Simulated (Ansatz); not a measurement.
`BB(F)BF` + `COC` → `CBF` + `BB(F)OC` at 298.15 K and 1 bar (formal exchange of groups at a B–B bond).

Computed with Ansatz on PBE0-D4/def2-TZVP structures; ΔE is electronic, products minus reactants. CCSD(T)/CBS adds triple-zeta CCSD(T) − MP2 to the extrapolated MP2 energy (def2 sets, frozen cores). This one scheme is used for every species. One conformer a species, not always the lowest.

```csv
species,CCSD(T)/CBS energy (Eh),H − E (kJ/mol),S (J/(mol·K))
`BB(F)BF`,-275.80597,127.7,333.4
`COC`,-154.86276,223.4,264.2
`CBF`,-165.10297,148.1,274.8
`BB(F)OC`,-265.67389,202.6,336.2
```

H − E and S are ideal-gas, rigid-rotor, harmonic terms from PBE0-D4/def2-TZVP, for one conformer and one mirror image of each species. 1 Eh = 2625.50 kJ/mol, R = 8.31446 J/(mol·K).

Task: By hand: ΔE, ΔH, ΔS and ΔG.

Result: ΔE = (-165.10297) + (-265.67389) − (-275.80597) − (-154.86276) = -0.10813 Eh = -283.9 kJ/mol. Δ(H − E) = 148.1 + 202.6 − 127.7 − 223.4 = -0.4, so ΔH = -284.3 kJ/mol. ΔS = 274.8 + 336.2 − 333.4 − 264.2 = 13.4 J/(mol·K). ΔG = -284.3 − 298.15 × (13.4)/1000 = -288.3 kJ/mol.

Task: By hand: the equilibrium constant, and the temperature at which ΔG would vanish if ΔH and ΔS stayed fixed.

Result: log₁₀ K = −ΔG/(RT ln 10) = 50.5. ΔH and −TΔS have one sign here, so there is no such temperature.

The number of gas molecules stays the same, so ΔS is small and ΔH decides. A doubt of 5 kJ/mol in ΔE shifts log₁₀ K by 0.9 here. Other conformers and mirror images would add mixing entropy, several J/(mol·K) or more a flexible species. Modes under 60 cm⁻¹, often nearly free rotors, make the harmonic entropy too high. These are equilibria of isolated gas molecules and say nothing of rates. Largest T1 diagnostic: 0.014 (customary marks: 0.02 for closed shells, 0.045 for open ones).
